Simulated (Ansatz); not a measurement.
`O[Si@H]1S[C@H]1F`, relaxed with RKS PBE-D4/def2-SVP in Ansatz from a rough embedded geometry. The force threshold is 0.03 eV/Å; the program also tests the step.

The species carries charge 0 and has multiplicity 1.

Start:

```xyz
8

O     0.596    0.928    1.538
Si   -0.483    0.530    0.414
S     0.780    0.239   -1.346
C    -0.280   -0.832   -0.669
F     0.371   -2.025   -0.134
H     1.527    0.682    1.385
H    -1.406    1.672    0.054
H    -1.106   -1.194   -1.241
```

(1) By how much does the energy fall, and how many steps does the optimiser take? (Estimate.)

(2) Which bonds change most? (Estimate.)

(3) Give the relaxed structure. (Best estimate.)

Answers

(1) Ansatz gave: 29.84 kcal/mol, in 7 steps.

(2) Computed: S3–C4 from 1.652 to 1.897 Å; Si2–C4 from 1.752 to 1.867 Å; C4–F5 from 1.461 to 1.377 Å; Si2–S3 from 2.186 to 2.120 Å.

(3) Computed: 
```xyz
8

O     0.596    1.015    1.558
Si   -0.265    0.759    0.155
S     0.682    0.309   -1.686
C    -0.300   -0.930   -0.639
F     0.465   -1.919   -0.064
H     1.375    0.440    1.679
H    -1.413    1.705    0.203
H    -1.140   -1.378   -1.206
```
